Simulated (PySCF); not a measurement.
C5H5Al.
SMILES with atom numbers: `[CH:1]#[C:2][Al:3]([CH3:4])[C:5]#[CH:6]` (hydrogens: H7 on C1; H8, H9, H10 on C4; H11 on C6)

Computed, not measured: PySCF 2.14.0, PBE0-D3(BJ)/def2-SVP geometry optimisation, gas phase.

(1) What internal coordinates does the optimisation give?

Answers

(1) 
```csv
bond,length (pm),order
"C1≡C2, C5≡C6",122.2,triple
"C2–Al3, Al3–C5",191.2,single
Al3–C4,194.1,single
"C1–H7, C6–H11",107.6,single
"C4–H8, C4–H9, C4–H10",110.2,single
```

Bonds in one row agree within 1 pm and their mean is given. Orders are formal, as drawn. A selection of angles:
```csv
angle,degrees
C2–C1–H7,179.5
C1–C2–Al3,178.4
C2–Al3–C4,120.8
C2–Al3–C5,117.5
Al3–C4–H8,112.4
Al3–C4–H9,109.9
H8–C4–H9,107.4
H8–C4–H10,108.5
Al3–C5–C6,179.5
```

The Al–C distances run from 1.912 Å (C2–Al3, drawn single) to 1.941 Å (Al3–C4, drawn single), a spread of 0.029 Å. Al3 (aluminium bonded to 3 C) is planar (angles 121.7°, 120.8° and 117.5°, sum 360.0°, 0.01 Å off the plane of its three neighbours). The 6 heavy atoms lie in one plane (0.004 Å rms).

Whether it is a minimum is left open (no frequencies).

The run took 44 s on an Arm Neoverse N1 with one thread, shared host with 64 logical CPUs at a one-minute load of 61, and the process peaked at 0.45 GiB of memory. This is the geometry optimisation.
